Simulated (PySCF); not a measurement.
# Working out the ionisation energy of Mn⁺

Mn⁺ [Ar] 3d5 4s1 (7S) → Mn²⁺ [Ar] 3d5 (6S). All numbers are calculated (PySCF 2.14, the spin-free X2C one-electron Hamiltonian (Gaussian nucleus), in ANO-RCC-VTZP (6s5p3d2f1g, 59 functions)). Frozen: [Ne]. Energies in hartree (1 hartree = 27.21139 eV):

```tsv
part	Mn⁺ (lower)	Mn²⁺ (upper)
UHF	-1157.162046	-1156.615591
MP2 opposite-spin	-0.260022	-0.250303
MP2 same-spin	-0.168675	-0.150538
```

Problem. What does Hartree-Fock give?

Solution. (-1156.615591) − (-1157.162046) = 0.546455 hartree = 14.870 eV.

Problem. What do MP2 and SCS-MP2 (6/5 opposite-spin, 1/3 same-spin) give?

Solution. The opposite-spin parts differ by 0.264 eV and the same-spin parts by 0.494 eV. MP2: 14.870 + (0.264) + (0.494) = 15.628 eV. SCS-MP2: 14.870 + 1.2 × (0.264) + (0.494)/3 = 15.351 eV.

Measured between the centres of the two terms (NIST): 15.640 eV, so MP2 (valence and next inner shell) is off by -0.012 eV.

What remains against the reference includes basis incompleteness, the frozen core and correlation beyond second order.
